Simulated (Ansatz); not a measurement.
`C[O][In]([NH2])[SH]` + `O[SiH3]` → `[NH2][In]([SH])[O][SiH3]` + CH₃OH  (ligand exchange at the In–O bond)

Program: Ansatz. Geometries: PBE0-D4/def2-TZVP. ΔE: electronic, gas phase. CBS: MP2 limit from def2 TZ/QZ plus the TZ coupled-cluster correction, frozen cores. This one scheme is used for every species. DFT in def2-TZVPP. B3LYP here is the variant with VWN-RPA as its local correlation; programs differ in this. def2 core potentials past Kr. For In outer-core shells are correlated without core-valence functions, which leaves a few kJ/mol of doubt a bond. One conformer a species, not always the lowest.

`C[O][In]([NH2])[SH]`:

Cartesian coordinates in Å:
```
C 0.978 1.631 -0.666
O 0.867 0.706 0.379
In -0.434 -0.791 0.322
N -0.314 -2.100 1.840
S -1.810 -0.969 -1.607
H 1.752 2.362 -0.406
H 0.049 2.192 -0.843
H 1.274 1.168 -1.618
H 0.073 -1.725 2.694
H -1.156 -2.615 2.056
H -1.279 0.141 -2.151
```

`O[SiH3]`:

Cartesian coordinates in Å:
```
O 1.091 -0.163 -0.652
Si -0.217 0.051 0.326
H 0.938 -0.238 -1.594
H -0.953 1.302 -0.005
H 0.316 0.132 1.705
H -1.175 -1.084 0.220
```

`[NH2][In]([SH])[O][SiH3]`:

Cartesian coordinates in Å:
```
N 2.201 -0.597 0.197
In 0.450 -0.334 1.142
S -0.165 -0.699 3.389
O -1.091 0.134 -0.020
Si -1.276 0.521 -1.587
H 3.039 -0.471 0.745
H 2.290 -0.090 -0.673
H -1.451 -0.419 3.115
H 0.046 0.758 -2.250
H -2.080 1.766 -1.726
H -1.963 -0.569 -2.333
```

CH₃OH:

Z-matrix (Å, degrees):
```
C
O 1 1.409
H 1 1.097 2 112.4
H 1 1.090 2 107.0 3 -118.5
H 1 1.097 2 112.4 3 123.0
H 2 0.959 1 108.5 3 -61.6
```

Problem. Is it downhill or uphill in electronic energy at CCSD(T)/CBS, and by how much? (Estimate.)

Solution. Computed: Downhill: ΔE = -27.0 kJ/mol.

Problem. What do these levels give: PBE-D4, B3LYP-D4, r2SCAN, r2SCAN0, CCSD/def2-SVP, CCSD(T)/def2-TZVPP? (Estimate.)

Solution. The calculation gave: PBE-D4 -19.7, B3LYP-D4 -24.2, r2SCAN -22.8, r2SCAN0 -26.3, CCSD/def2-SVP -32.9, CCSD(T)/def2-TZVPP -27.2 kJ/mol.

Largest T1 diagnostic among the species: 0.015.

From BLYP to BHLYP (50 % exact exchange), in def2-TZVPP and without D4, ΔE moves by −8.9 kJ/mol. At CCSD(T), def2-SVP lies −5.0 kJ/mol from the extrapolated value and def2-TZVPP −0.2 kJ/mol.
